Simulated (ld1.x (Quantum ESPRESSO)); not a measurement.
# iron (Fe), ultrasoft: configuration errors across variants

- Element: Fe (Z = 26)
- Generator: ld1.x (Quantum ESPRESSO) 7.5
- Type: ultrasoft
- Functional: PBE
- Relativity: scalar-relativistic
- Frozen core: [Ar]
- Valence charge: 8
- Reference configuration: 3d6 4s2 4p0
- Partial waves: 4s (bound): rcut 2.00, rcutus 2.30 bohr; 4s channel at 2 Ry: rcut 2.00, rcutus 2.30 bohr; 4p (bound, empty): rcut 1.80, rcutus 2.40 bohr; 4p channel at 2.6 Ry: rcut 1.80, rcutus 2.40 bohr; 3d (bound): rcut 1.00, rcutus 1.35 bohr; 3d channel at 1.8 Ry: rcut 1.00, rcutus 1.35 bohr
- Local potential: all-electron potential smoothed inside 1.30 bohr (lloc = -2)
- Core correction: Bessel-smoothed model core inside 0.65 bohr
- Augmentation charge: built from norm-conserving waves at rcut, not smoothed further

All-electron excitation energies from the reference (eV): (1) 3d6 4s1 4p0 8.729; (2) 3d6 4s0 4p0 24.932; (3) 3d5 4s0 4p0 59.155; (4) 3d6 4s0 4p1 13.783; (5) 3d6 4s1 4p1 4.105; (6) 3d7 4s1 4p0 -0.791; (7) 3d6 4s0 4p2 8.455.

Tests that are not counted but printed errors over 1 eV. “waves 3d (bound): rcut 1.00, rcutus 1.74 bohr; 3d channel at 1.8 Ry: rcut 1.00, rcutus 1.74 bohr”: 3d5 4s0 4p0 (solver errors, printed error -310 eV).

2 further variants failed, have other tests or too few solved ones, and are left out.

Errors AE − PS in meV (a dash: test not solved or not reliable):

| change | (1) | (2) | (3) | (4) | (5) | (6) | (7) | bound ghosts |
| --- | --- | --- | --- | --- | --- | --- | --- | --- |
| base | -9.2 | -52 | -157 | -25 | -4.1 | -119 | -16 | none |
| waves 4p (bound): rcut 1.80, rcutus 2.14 bohr; 4p channel at 2.6 Ry: rcut 1.80, rcutus 2.14 bohr | -9.2 | -52 | -157 | -24 | -4.1 | -119 | -16 | none |
| augmentation PSQ, radius 0.75 bohr | -2.1 | -9.3 | -284 | -3.7 | -0.8 | -70 | -2.4 | none |
| wave 4p channel at 2.6 Ry: rcut 1.80, rcutus 2.40 bohr becomes 4p channel at 2.98 Ry: rcut 1.80, rcutus 2.40 bohr | -9.2 | -52 | -157 | -24 | -4.1 | -119 | -16 | none |
| waves 3d (bound): rcut 1.00, rcutus 1.74 bohr; 3d channel at 1.8 Ry: rcut 1.00, rcutus 1.74 bohr | -9.7 | -55 | – | -26 | -4.3 | -121 | -17 | none |
| local potential all-electron potential smoothed inside 1.95 bohr (lloc = -1) | -9.4 | -53 | -157 | -25 | -4.2 | -119 | -16 | none |

Task: Give the same row for: local potential all-electron potential smoothed inside 1.46 bohr (lloc = -2).

Result: -9.3, -52, -157, -25, -4.1, -119, -16; bound ghosts: none.
